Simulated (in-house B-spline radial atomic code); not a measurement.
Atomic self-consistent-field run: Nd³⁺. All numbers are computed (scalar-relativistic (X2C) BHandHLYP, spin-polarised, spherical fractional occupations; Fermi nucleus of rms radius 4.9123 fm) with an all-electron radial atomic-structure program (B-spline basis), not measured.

Command:
```bash
python run_scf.py task.json out
```
Settings (nuclear radius in fm, mass in u):
```
Z                60
configuration    [Xe] 4f3
hamiltonian      x2c
method           bhandhlyp
spin_polarised   True
nucleus          fermi
rms_radius       4.9123
atomic_mass      141.90773
speed_of_light   137.035999084
```

Output (hartree, bohr):
```
 radial grid: 73 intervals, B-splines of order 8, outer radius 39.1892 bohr

 iter        energy (Eh)    residual
    1       -9605.106508    5.47e-01
    2       -9612.717577    5.63e-01
    3       -9620.998320    1.23e-01
    4       -9621.401541    3.81e-02
    5       -9621.424135    1.00e-02
    6       -9621.427256    6.30e-03
    7       -9621.428170    4.21e-04
    8       -9621.428171    1.45e-04
    9       -9621.428172    1.04e-05
   10       -9621.428172    1.19e-06
   11       -9621.428172    8.79e-08

 total energy                     -9621.42817
 kinetic                           10379.3293
 electron-nucleus                 -23451.1381
 Hartree                            3674.2425
 exact exchange                     -109.9956
 exchange-correlation               -113.8662

 orbital      occ     eigenvalue          <r>       <r^2>       <1/r>       r_max
 1s up      1.000     -1601.3146    0.0229478 0.000726015      70.288     0.01429
 1s down    1.000     -1601.3147    0.0229478 0.000726015      70.288     0.01429
 2s up      1.000      -262.0928     0.100301   0.0119375     16.1534     0.08533
 2s down    1.000      -262.0925       0.1003   0.0119371     16.1536     0.08533
 2p up      3.000      -234.6102    0.0884289  0.00956207     14.4935     0.06852
 2p down    3.000      -234.6101    0.0884278  0.00956177     14.4935     0.06852
 3s up      1.000       -58.7343     0.265532    0.080702     5.78033      0.2436
 3s down    1.000       -58.6929     0.265404    0.080619      5.7835      0.2436
 3p up      3.000       -49.9394     0.263714   0.0807111     5.30752      0.2385
 3p down    3.000       -49.8948     0.263542   0.0805973     5.31095      0.2385
 3d up      5.000       -37.5767     0.241588   0.0687131     4.99083      0.1961
 3d down    5.000       -37.5327     0.241314   0.0685329     4.99504       0.196
 4s up      1.000       -13.0738       0.6062    0.414505     2.37513      0.5649
 4s down    1.000       -12.9542     0.605861    0.414014     2.37601      0.5646
 4p up      3.000       -10.1305     0.640747     0.46659     2.15786       0.589
 4p down    3.000       -10.0015      0.64041    0.466064      2.1583      0.5886
 4d up      5.000        -5.8565     0.703369    0.573188     1.87997       0.618
 4d down    5.000        -5.6998     0.703318    0.573097     1.87902      0.6174
 5s up      1.000        -2.7238      1.43813     2.31764    0.926128       1.304
 5s down    1.000        -2.6679      1.44945     2.35455    0.916473        1.31
 5p up      3.000        -1.9208      1.63781     3.02196    0.797054       1.456
 5p down    3.000        -1.8762      1.65572     3.08874    0.785978       1.467
 4f up      3.000        -1.1163      0.98453     1.24742     1.32418        0.66
```

Run time, properties included: 0.81 s on 1 thread of Intel(R) Xeon(R) 6975P-C (shared host).

Caution: exact exchange at fractional occupations of open shells leaves self-interaction of up to several eV.

One-electron X2C: radii and densities carry no picture-change correction, so inner-shell <1/r> comes out high (for 1s by about 2 % at Z = 33, 5 % at 54, 10 % at 75, 30 % at 118) and <r> low.
